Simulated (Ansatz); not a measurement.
HKO (SMILES [OH][K]) moved off its minimum; all values from Ansatz (a program for electronic structure), cores frozen in correlated methods.
(charge 0, multiplicity 1)
```xyz
3

K      0.0818    -0.1028    -0.7296
O      0.0565     0.1822     1.4485
H      0.0610    -0.0470     2.4295
```

```json
[
 {"level": "HF/def2-TZVPP", "largest force (eV/Å)": "4.09", "on atom": "O2", "rms difference from CCSD(T)/def2-TZVPPD (eV/Å)": "0.526", "dipole (D)": "7.46"},
 {"level": "PBE/def2-TZVPP", "largest force (eV/Å)": "2.14", "on atom": "O2", "rms difference from CCSD(T)/def2-TZVPPD (eV/Å)": "0.456", "dipole (D)": "6.82"},
 {"level": "r2SCAN/def2-TZVPP", "largest force (eV/Å)": "2.57", "on atom": "O2", "rms difference from CCSD(T)/def2-TZVPPD (eV/Å)": "0.330", "dipole (D)": "7.08"},
 {"level": "B3LYP/def2-TZVPP", "largest force (eV/Å)": "2.62", "on atom": "O2", "rms difference from CCSD(T)/def2-TZVPPD (eV/Å)": "0.303", "dipole (D)": "7.02"},
 {"level": "wB97M-V/def2-TZVPP", "largest force (eV/Å)": "2.74", "on atom": "O2", "rms difference from CCSD(T)/def2-TZVPPD (eV/Å)": "0.280", "dipole (D)": "7.13"},
 {"level": "MP2/def2-TZVPPD", "largest force (eV/Å)": "3.25", "on atom": "O2", "rms difference from CCSD(T)/def2-TZVPPD (eV/Å)": "0.013", "dipole (D)": "7.64"},
 {"level": "CCSD(T)/def2-TZVPPD", "largest force (eV/Å)": "3.22", "on atom": "O2", "rms difference from CCSD(T)/def2-TZVPPD (eV/Å)": "0.000", "dipole (D)": "7.68"}
]
```

The differences count from one level among others, with limits of its own. Forces at CCSD(T)/def2-TZVPPD (eV/Å):

```csv
atom,Fx,Fy,Fz
K1,0.008,-0.052,-0.997
O2,0.010,-0.627,3.158
H3,-0.018,0.679,-2.162
```
